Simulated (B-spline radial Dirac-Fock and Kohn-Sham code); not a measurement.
## Xe²⁺ 3d3/2: cross section and angular parameters

System: Xe²⁺, configuration 1s2 2s2 2p6 3s2 3p6 3d10 4s2 4p6 4d10 5s2 5p4; threshold 713.3 eV (orbital energy of the model). Method: Dirac-Hartree-Slater photoionisation with a Latter tail; cross sections with all multipoles, angular parameters from the dipole term and its interference with E2. Computed with a radial finite-basis atomic code.

For linearly polarised light dσ/dΩ = σ/(4π) [1 + β P₂(cos θ) + (δ + γ cos²θ) sin θ cos φ], with θ from the polarisation vector and φ the angle between the beam and the projection of the electron momentum on the plane normal to the polarisation.

| hν (eV) | σ (kb) | β | γ | δ |
| --- | --- | --- | --- | --- |
| 1180 | 377 | 0.995 | -0.063 | 0.025 |
| 1310 | 289 | 1.081 | -0.020 | 0.033 |
| 1760 | 128 | 1.215 | 0.156 | 0.052 |
| 1980 | 91.4 | 1.237 | 0.242 | 0.060 |
| 2000 | 88.8 | 1.238 | 0.249 | 0.060 |
| 2984.4 | 26.3 | 1.226 | 0.581 | 0.088 |
| 4000 | 10.2 | 1.160 | 0.837 | 0.117 |
| 4210 | 8.60 | 1.145 | 0.882 | 0.123 |
| 4430 | 7.25 | 1.129 | 0.926 | 0.129 |
| 4450 | 7.14 | 1.128 | 0.930 | 0.130 |
| 6310 | 2.14 | 1.005 | 1.229 | 0.184 |
| 6420 | 2.01 | 0.999 | 1.243 | 0.187 |
| 8047.8 | ? | ? | ? | ? |
| 15000 | 0.0855 | 0.655 | 1.837 | 0.426 |

Question: Give the values at Cu Kα (8047.8 eV).

Answer: σ = 0.895 kb, β = 0.909, γ = 1.422, δ = 0.234.
